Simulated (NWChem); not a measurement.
Species: C3H10OSi; SMILES C[Si](O)(C)C

```xyz
15

C     -0.4079    -0.9811    -1.5361
Si     0.0306     0.0101     0.0000
C     -0.8432     1.6620     0.0000
C     -0.4079    -0.9811     1.5361
O      1.6676     0.3902     0.0000
H     -1.4874    -1.2014    -1.5711
H      0.1249    -1.9457    -1.5656
H     -0.1470    -0.4253    -2.4506
H     -0.5677     2.2496     0.8896
H     -1.9375     1.5364     0.0000
H     -0.5677     2.2496    -0.8896
H     -1.4874    -1.2014     1.5711
H      0.1249    -1.9457     1.5656
H     -0.1470    -0.4253     2.4506
H      2.2776    -0.3521     0.0000
```
Atoms are numbered in this order, from 1.

Results from NWChem. Coordinates come from a PBE0/def2-SVP optimisation. Total energies compare along this basis series because the functional is fixed.

```tsv
level	basis functions	energy (Ha)	highest occupied level (eV)	orbital gap (eV)	dipole (D)	relative time
PBE/pcseg-1	124	-484.6768	-6.52	6.60	1.44	2
PBE/aug-pcseg-1	209	-484.6910	-6.61	5.75	1.28	7
PBE/pcseg-2	294	-484.8326	-6.59	6.11	1.33	10
PBE/STO-3G	39	-478.8665	-1.88	8.30	1.05	1
PBE/def2-SVP	124	-484.4821	-6.29	6.76	1.27	3
```

Times are rough ratios from one shared machine.
